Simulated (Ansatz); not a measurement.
CH5NOSi can be A, `O=CN[SiH3]`, or B, `C1N[SiH2]O1`.

Program: Ansatz. Geometries: PBE0-D4/def2-TZVP. ΔE: electronic, gas phase. CBS: MP2 limit from def2 TZ/QZ plus the TZ coupled-cluster correction, frozen cores. Functionals use def2-TZVPP. B3LYP here is the variant with VWN-RPA as its local correlation; programs differ in this. Each species was taken in one conformer, which may not be the lowest.

Question: Which isomer does CCSD(T)/CBS put lower? Give the gap. (Best estimate.)

Answer: Computed: A, by 5.0 kJ/mol.

Question: Give E(B) − E(A) in kJ/mol with PBE0-D4, B2PLYP, LDA (SPW92), CCSD(T)/def2-SVP, B3LYP, MP2/def2-TZVPP, r2SCAN-D4. (Estimate.)

Answer: The calculation gave: PBE0-D4 10.5, B2PLYP 20.1, LDA (SPW92) 9.4, CCSD(T)/def2-SVP 50.4, B3LYP 26.9, MP2/def2-TZVPP 5.0, r2SCAN-D4 19.2. None reverses the order clearly.

Question: Does the order hold for the free energy at 298.15 K (harmonic terms from PBE0-D4)? (Best estimate.)

Answer: Computed: Yes: G(B) − G(A) = +18.8 kJ/mol, for one conformer each.

Largest T1 diagnostic: 0.015.

From PBE to PBE0 (25 % exact exchange), in def2-TZVPP and without D4, E(B) − E(A) moves by −15.2 kJ/mol. In def2-TZVPP, CCSD(T) changes the Hartree–Fock value by −9.6 kJ/mol (the triples alone add +3.5 kJ/mol) and MP2 by −14.4 kJ/mol.
